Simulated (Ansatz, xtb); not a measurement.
**Two conformers of H8O2Si2Sn**

Structure a is `O[SiH2]O[SiH2][SnH3]`, a singlet and structure b is `O[SiH2]O[SiH2][SnH3]`, a singlet. Both are isolated molecules in the gas phase, relaxed with PBE0-D4/def2-SVP.

a (Å):

```yaml
atoms:
  - { symbol: O, position_ang: [-1.6239, -1.5955, -3.5059] }
  - { symbol: O, position_ang: [-1.1642, 0.7466, -2.1708] }
  - { symbol: Si, position_ang: [-1.8769, -0.7454, -2.1117] }
  - { symbol: Si, position_ang: [-0.0239, 1.7718, -1.5310] }
  - { symbol: Sn, position_ang: [1.2879, 0.6121, 0.3626] }
  - { symbol: H, position_ang: [-0.7240, -1.8658, -3.7094] }
  - { symbol: H, position_ang: [-3.3454, -0.5837, -2.0043] }
  - { symbol: H, position_ang: [-1.2988, -1.4613, -0.9309] }
  - { symbol: H, position_ang: [0.9184, 2.1851, -2.6148] }
  - { symbol: H, position_ang: [-0.7013, 2.9966, -1.0090] }
  - { symbol: H, position_ang: [0.2715, 0.2102, 1.6830] }
  - { symbol: H, position_ang: [2.5326, 1.6431, 0.9384] }
  - { symbol: H, position_ang: [2.0184, -0.8345, -0.2027] }
```

b (Å):

```xyz
13

O     1.1655    0.7221   -4.6791
O    -0.2662    0.3413   -2.3706
Si    0.5674   -0.3852   -3.6031
Si   -0.0509    1.2659   -1.0012
Sn    2.1961    0.7251    0.1410
H     0.5304    1.1947   -5.2252
H     1.7627   -1.0806   -3.0567
H    -0.3902   -1.3198   -4.2555
H    -1.1817    0.9796   -0.0698
H    -0.1016    2.7171   -1.3604
H     2.3722    1.6751    1.5591
H     3.5183    1.0612   -0.8964
H     2.2759   -0.9269    0.5924
```

Task: Estimate E(b) − E(a) at the level CCSD(T)/def2-SVP + ΔMP2/def2-TZVPP.

Result: CCSD(T)/def2-SVP + ΔMP2/def2-TZVPP gives E(b) − E(a) = −1.80 kJ/mol, slightly favouring structure b, which is too small a margin to settle the true order.

How the difference moves with the method:

```csv
level,geometry,E(b) − E(a) (kJ/mol),departure from the last row (kJ/mol),"job, with rough time for the two"
PBE0-D4/def2-SVP,PBE0-D4/def2-SVP,−2.34,−0.54,"optimisation, 3.6 min"
HF/def2-SVP,PBE0-D4/def2-SVP,−1.98,−0.18,part of the CCSD(T) run
MP2/def2-SVP,PBE0-D4/def2-SVP,−2.90,−1.10,part of the CCSD(T) run
CCSD(T)/def2-SVP,PBE0-D4/def2-SVP,−2.93,−1.13,single point
CCSD(T)/def2-SVP + ΔMP2/def2-TZVPP,PBE0-D4/def2-SVP,−1.80,,"single point, 92 s"
```

The largest departure from CCSD(T)/def2-SVP + ΔMP2/def2-TZVPP is that of CCSD(T)/def2-SVP, 1.13 kJ/mol. A small imaginary or near-zero mode remains, so no thermal terms are given. Levels run at GFN2-xTB geometries aren't shown. The last row adds to CCSD(T) the change of the MP2 difference between the two basis sets, here +1.13 kJ/mol.

The correlated steps freeze 16 core orbitals; the filled d shell of Sn is correlated, in a basis made for valence electrons. Atoms past krypton carry core potentials in the def2 sets and no spin–orbit term is included. Codes used: Ansatz 0.2.0, xtb 6.7.1; the last row on 2 threads of Arm Neoverse V2 on a shared host.
